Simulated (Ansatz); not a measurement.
Ge₃Se₃. Total charge 0; singlet. Geometry PBE0-D4/def2-SVP, basis def2-TZVP, Ansatz.

```xyz
6

Ge    1.090   -1.170   -0.178
Ge   -2.188   -0.428   -1.073
Ge    0.121    1.407    0.772
Se    2.304    0.450    1.130
Se   -1.218   -0.863    1.098
Se   -0.109    0.604   -1.749
```

```json
{"run": "A", "HOMO (eV)": "-5.69", "LUMO (eV)": "-3.65"}
{"run": "B", "HOMO (eV)": "-8.09", "LUMO (eV)": "-1.19"}
{"run": "C", "HOMO (eV)": "-6.08", "LUMO (eV)": "-3.12"}
{"run": "D", "HOMO (eV)": "-5.46", "LUMO (eV)": "-3.57"}
{"run": "E", "HOMO (eV)": "-6.26", "LUMO (eV)": "-2.99"}
```

B3LYP takes the VWN-RPA correlation. The structure comes from a short search, and lower isomers may exist.

Question: The runs used B3LYP, PBE, PBE0, r2SCAN, ωB97X-V. Estimate which is which.

Answer: A r2SCAN (0 % exact exchange); B ωB97X-V (range-separated); C B3LYP (20 % exact exchange); D PBE (0 % exact exchange); E PBE0 (25 % exact exchange). Exact exchange lowers occupied and raises empty levels; among semilocal functionals meta-GGAs tend to open the gap a little, and such runs are hard to tell apart. The gap grows from 1.89 eV (PBE) to 6.89 eV (ωB97X-V).
